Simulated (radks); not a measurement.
The numbers below are computed, except where a source is named.
Cr III, 22 electrons, occupied as [Ar] 3d4.

Code: a radial shooting solver on a logarithmic mesh with Libxc functionals. Model: scalar-relativistic Kohn-Sham, BLYP, spin-polarised, spherical densities, point nucleus; open shells are filled with parallel spins first.

Energy parts (hartree):
| part | energy |
|---|---|
| total | -1050.10597 |
| kinetic | 1060.84523 |
| electron-nucleus | -2489.04854 |
| Hartree | 426.63878 |
| exchange-correlation | -48.54144 |

Orbitals (lengths in bohr, moments of r in powers of bohr; r(90%) holds 90 % of the orbital's charge):
orbital,occ.,eigenvalue (hartree),r(90%)
1s up,1,-216.9593,0.113
1s down,1,-216.9598,0.113
2s up,1,-25.30823,0.455
2s down,1,-25.25292,0.455
2p up,3,-21.39742,0.427
2p down,3,-21.35494,0.426
3s up,1,-3.53708,1.34
3s down,1,-3.38859,1.35
3p up,3,-2.48458,1.47
3p down,3,-2.34014,1.49
3d up,4,-0.88182,2.07
3d down,0,-0.75562,2.25

The highest occupied level is 3d up at -23.996 eV. The density falls to 0.001 e/bohr^3 at r = 3.10 bohr. Spin moment in Bohr magnetons: 4.
